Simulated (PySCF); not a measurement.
**UHF on Zn¹⁵⁺ (zinc, charge +15)**

Configuration: [Ne] 3s2 3p3, high-spin 4S determinant. Computed with PySCF 2.14 in an even-tempered Gaussian basis (19 s from 1.2 bohr⁻², ratio 2.5; 12 p from 1.6 bohr⁻², ratio 2.5; 5 d from 7.8 bohr⁻², ratio 2.7; 4 f from 12 bohr⁻², ratio 2.7), with the spin-free X2C one-electron Hamiltonian (Gaussian nucleus).

```
Total energy             : -1684.256775 hartree
One-electron energy      : -2033.3589 hartree
Hartree (Coulomb) energy : 404.3512 hartree
Exchange energy          : -55.2490 hartree
⟨S²⟩                     : 3.7502
⟨L²⟩                     : 0.000
Sum of ⟨r⟩               : 4.626 bohr
Sum of ⟨r²⟩              : 2.338 bohr²
```

| shell | electrons | mean orbital energy (eV) | rms radius, mean of both spins (bohr) |
| --- | --- | --- | --- |
| 1s α | 1 | -10264.2 | 0.0580 |
| 1s β | 1 | -10258.4 | 0.0580 |
| 2s α | 1 | -1756.7 | 0.242 |
| 2s β | 1 | -1752.6 | 0.242 |
| 2p α | 3 | -1590.9 | 0.216 |
| 2p β | 3 | -1583.2 | 0.216 |
| 3s α | 1 | -595.72 | 0.624 |
| 3s β | 1 | -567.77 | 0.624 |
| 3p α | 3 | -537.92 | 0.621 |

Densities and radii are taken from the X2C orbitals without a picture-change correction, which distorts them close to the nucleus.

Spin-orbit constants ζ (cm⁻¹) from the X2C one-electron operator on these orbitals: bare nucleus, nucleus screened by l(l+1)(2l+1)/3 electrons, and screened by the Breit-Pauli mean field of the electrons.

```csv
shell,bare,screened nucleus,mean field
2p,136400,127300,123300
3p,26300,24540,23750
```
